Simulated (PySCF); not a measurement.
Br2Zr, SMILES [Br][Zr][Br], multiplicity 1. Coordinates come from a B3LYP-D3(BJ)/def2-SVP optimisation. The multiplicity is an assumed one; other spin states were not compared. The def2 effective core potentials stand for the cores of Zr; spin–orbit coupling is left out.

Task: Give the equilibrium geometry at B3LYP-D3(BJ)/def2-SVP (PySCF confirms it by a frequency run) as Cartesian coordinates in Å, and its point group. (An estimate is asked for; the answer gives what the named calculation found.)

Result: point group C2v.
```xyz
3

Zr     0.0000     0.0000    -0.5735
Br     0.0000     2.3021     0.3277
Br     0.0000    -2.3021     0.3277
```
